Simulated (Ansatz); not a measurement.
GeH₄N₂ (`[NH2][Ge][NH2]`): the same geometry under several functionals.

```yaml
crystal:
  periodic: [false, false, false]
  atoms:
    - {symbol: N, position_ang: [-1.179656, 0.092083, -0.683929]}
    - {symbol: Ge, position_ang: [-0.069678, -1.237591, -0.102518]}
    - {symbol: N, position_ang: [1.194719, -0.165016, 0.664952]}
    - {symbol: H, position_ang: [-2.029904, -0.123989, -1.176400]}
    - {symbol: H, position_ang: [-1.047850, 1.084735, -0.566611]}
    - {symbol: H, position_ang: [1.191566, 0.842498, 0.702236]}
    - {symbol: H, position_ang: [2.002003, -0.560720, 1.116470]}
basis:
  gaussian: {orbitals: def2-TZVPP}
hamiltonian: {xc: {name: r2SCAN0}, dispersion: d4}
output: {orbitals: {seedname: orbitals}}
```

```sh
$ ansatz run in.yaml --threads 2 --pin off --events-out ev --progress --plain
```

It prints (some lines left out):

```
Functional definition: r2SCAN0
947 factors; their error is unknown
mean field evaluation 1: about -59550.7163 eV, gradient 7.9e1 eV
mean field evaluation 2: about -59530.8136 eV, gradient 1.2e2 eV
mean field evaluation 4: about -59562.3905 eV, gradient 4.5e0 eV
mean field evaluation 8: about -59562.4191 eV, gradient 2.1e-2 eV
mean field evaluation 16: about -59562.6983 eV, gradient 1.2e-5 eV
mean field -59562.69833318 eV, -2188.8887906975 hartree, gradient 1.2e-5 eV, S^2 0.000000; 0 other end points of the search recorded, 0 dependent functions left out
reference -59562.69834042 eV, -2188.8887909633 hartree; 25, 25 occupied and 141, 141 virtual orbitals, 947 factors
Total energy: -59562.72937902 eV, -2188.8899316109 hartree
```

Run time 3.9 s (2 threads of a server CPU on a shared host); peak host memory 0.34 GiB.

Changing it to `hamiltonian: {xc: {name: CAM-B3LYP}, dispersion: d4}` (abridged; 2.7 s):

```
Functional definition: CAM-B3LYP
mean field evaluation 16: about -59567.6891 eV, gradient 1.6e-5 eV
mean field -59567.68914473 eV, -2189.0721996390 hartree, gradient 1.6e-5 eV, S^2 0.000000
Total energy: -59567.78747421 eV, -2189.0758131808 hartree
```

With the line `hamiltonian: {xc: {name: LC-wPBE}, dispersion: d4}` (abridged; 2.1 s):

```
WARN the engine holds no damping parameters fitted to this dispersion correction and functional, so the run takes those fitted to pbe0 (hamiltonian.dispersion, under Limitations)
Functional definition: LC-wPBE
mean field evaluation 16: about -59556.2357 eV, gradient 6.2e-5 eV
mean field -59556.23568474 eV, -2188.6512927479 hartree, gradient 6.2e-5 eV, S^2 0.000000
Total energy: -59556.33288233 eV, -2188.6548646935 hartree
```

With the line `hamiltonian: {xc: {name: B97M-V}}` (abridged; 7 s):

```
Functional definition: B97M-V
mean field evaluation 16: about -59554.4306 eV, gradient 5.5e-5 eV
mean field -59554.43061062 eV, -2188.5849574975 hartree, gradient 5.5e-5 eV, S^2 0.000000
Total energy: -59554.43065763 eV, -2188.5849592249 hartree
```

The same input with `hamiltonian: {xc: {name: wB97X-V}}` (abridged; 6 s):

```
Functional definition: wB97X-V
mean field -59559.41415429 eV, -2188.7680993494 hartree, gradient 3.5e-5 eV, S^2 0.000000
Total energy: -59559.41415274 eV, -2188.7680992921 hartree
```

The same input with `hamiltonian: {xc: {name: wB97M-V}}` and forces (abridged; 8.5 s):

```
Functional definition: wB97M-V
mean field -59561.36399414 eV, -2188.8397546419 hartree, gradient 5.0e-5 eV, S^2 0.000000
Total energy: -59561.36403214 eV, -2188.8397560386 hartree
Atom 0 force    -0.014287     0.045640    -0.006263 eV/Å
Atom 1 force    -0.004696    -0.050265    -0.001203 eV/Å
Atom 2 force     0.019683     0.041451     0.013611 eV/Å
Atom 3 force     0.022770     0.023395     0.011278 eV/Å
Atom 4 force    -0.005969    -0.043919    -0.004780 eV/Å
Atom 5 force    -0.000483    -0.044427    -0.000074 eV/Å
Atom 6 force    -0.017018     0.028125    -0.012569 eV/Å
Dipole moment:     0.016681     0.273719     0.022797 e Å
```

LC-ωPBE has ω = 0.4 bohr⁻¹; the program lends it PBE0's D4 damping.
